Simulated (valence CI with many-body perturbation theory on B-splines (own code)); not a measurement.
# Energy levels of Lu³¹⁺

Level of theory: valence CI with perturbative core correlation (CI+MBPT): four valence electrons over a frozen Dirac-Fock core [Kr], radial functions for each j: 7 s, 7 p, 8 d, 6 f, 4 g, 1 h, with the one-electron correlation potential Σ1, the two-electron term Σ2, the three-electron term Σ3, Breit, model QED; selected CI, second order for the rest, scaled by the run's own slope (own B-spline code, finite nucleus).

No measured spectrum was set against this ion. As an estimate, large intervals hold to a few tenths of a per cent, small ones and those within an open d or f shell to about a per cent. Only levels of the ground parity were solved; by the run's estimate the other parity begins above the list, which can be wrong where configurations are misplaced.

Levels 1 to 31 of 31, with energies above the lowest level, (4d3/2^4) J=0. "Leading %" is the weight of the configuration and term that name the level; weights of strongly mixed levels are sums over their largest components and can fall short, so below about 35 % the name and the second component can differ from the true leading terms, or belong to a minority configuration. In the jj column 3d3/2^4 stands for four electrons in 3d with j = 3/2. Lifetimes count E1, E2, E3, M1 and M2 decay at the calculated energies, and are blank where another channel may lead or the interval is too uncertain; long ones can be off by a factor of two.

| No. | Configuration | Term | J | E (cm⁻¹) | Leading % | Leading jj | Lifetime | Second component |
| --- | --- | --- | --- | --- | --- | --- | --- | --- |
| 1 | 4d4 | 3P | 0 | 0 | 57 | 4d3/2^4 (96 %) |  | 32 % 4d4 5D |
| 2 | 4d4 | 5D | 1 | 88145 | 64 | 4d3/2^3 4d5/2 (97 %) | 53.2 μs | 35 % 4d4 3P |
| 3 | 4d4 | 5D | 2 | 124200 | 52 | 4d3/2^3 4d5/2 (82 %) | 877 μs | 13 % 4d4 3D |
| 4 | 4d4 | 3F | 4 | 125330 | 30 | 4d3/2^3 4d5/2 (96 %) |  | 23 % 4d4 3H |
| 5 | 4d4 | 5D | 3 | 135790 | 31 | 4d3/2^3 4d5/2 (86 %) | 24.7 ms | 27 % 4d4 3F |
| 6 | 4d4 | 5D | 0 | 203780 | 63 | 4d3/2^2 4d5/2^2 (95 %) | 16.0 μs | 20 % 4d4 1S |
| 7 | 4d4 | 5D | 2 | 210970 | 37 | 4d3/2^2 4d5/2^2 (85 %) | 26.0 μs | 25 % 4d4 3F |
| 8 | 4d4 | 5D | 4 | 212360 | 40 | 4d3/2^2 4d5/2^2 (95 %) | 50.9 μs | 40 % 4d4 3H |
| 9 | 4d4 | 5D | 3 | 216910 | 45 | 4d3/2^2 4d5/2^2 (85 %) | 48.4 μs | 40 % 4d4 3G |
| 10 | 4d4 | 3H | 5 | 231100 | 68 | 4d3/2^2 4d5/2^2 (100 %) | 90.5 μs | 32 % 4d4 3G |
| 11 | 4d4 | 3P | 1 | 239280 | 47 | 4d3/2^2 4d5/2^2 (92 %) | 37.6 μs | 35 % 4d4 3D |
| 12 | 4d4 | 3H | 6 | 241340 | 51 | 4d3/2^2 4d5/2^2 (98 %) | 100 ms | 48 % 4d4 1I |
| 13 | 4d4 | 3F | 3 | 253450 | 44 | 4d3/2^2 4d5/2^2 (94 %) | 60.6 μs | 29 % 4d4 3D |
| 14 | 4d4 | 3G | 4 | 253560 | 58 | 4d3/2^2 4d5/2^2 (97 %) | 202 μs | 36 % 4d4 1G |
| 15 | 4d4 | 3D | 2 | 256780 | 35 | 4d3/2^2 4d5/2^2 (95 %) | 147 μs | 30 % 4d4 3F |
| 16 | 4d4 | 3F | 2 | 292070 | 45 | 4d3/2^2 4d5/2^2 (91 %) | 25.3 μs | 30 % 4d4 3P |
| 17 | 4d4 | 3F | 4 | 300620 | 61 | 4d3/2^2 4d5/2^2 (78 %) | 61.5 μs | 17 % 4d4 5D |
| 18 | 4d4 | 3P | 2 | 333790 | 43 | 4d3/2^2 4d5/2^2 (85 %) | 237 μs | 30 % 4d4 1D |
| 19 | 4d4 | 3F | 3 | 334050 | 46 | 4d3/2 4d5/2^3 (94 %) | 16.6 μs | 22 % 4d4 5D |
| 20 | 4d4 | 1G | 4 | 334790 | 30 | 4d3/2 4d5/2^3 (76 %) | 20.7 μs | 22 % 4d4 3F |
| 21 | 4d4 | 3D | 1 | 348030 | 58 | 4d3/2 4d5/2^3 (94 %) | 12.6 μs | 25 % 4d4 3P |
| 22 | 4d4 | 3G | 5 | 350430 | 68 | 4d3/2 4d5/2^3 (100 %) | 35.0 μs | 32 % 4d4 3H |
| 23 | 4d4 | 1I | 6 | 354680 | 51 | 4d3/2 4d5/2^3 (98 %) | 39.2 μs | 48 % 4d4 3H |
| 24 | 4d4 | 3P | 0 | 361380 | 61 | 4d3/2 4d5/2^3 (54 %) |  | 38 % 4d4 1S |
| 25 | 4d4 | 3F | 2 | 374070 | 51 | 4d3/2 4d5/2^3 (87 %) | 18.6 μs | 38 % 4d4 3P |
| 26 | 4d4 | 1F | 3 | 379470 | 37 | 4d3/2 4d5/2^3 (96 %) | 26.1 μs | 35 % 4d4 3D |
| 27 | 4d4 | 1S | 0 | 410850 | 72 | 4d3/2^2 4d5/2^2 (46 %) |  | 24 % 4d4 3P |
| 28 | 4d4 | 3F | 3 | 418130 | 66 | 4d3/2 4d5/2^3 (99 %) |  | 30 % 4d4 1F |
| 29 | 4d4 | 3P | 1 | 418270 | 92 | 4d3/2 4d5/2^3 (97 %) | 20.4 μs | 6 % 4d4 3D |
| 30 | 4d4 | 1G | 4 | 424000 | 72 | 4d3/2 4d5/2^3 (93 %) | 22.2 μs | 20 % 4d4 3F |
| 31 | 4d4 | 1D | 2 | 432570 | 65 | 4d3/2 4d5/2^3 (74 %) | 26.9 μs | 26 % 4d4 3P |

The ionisation energy to 4d3 4F_3/2 of the next ion comes out as 1244 eV (NIST: 1242 ± 4 eV (theoretical)). All 31 levels together are meant to be complete up to 449880 cm⁻¹.
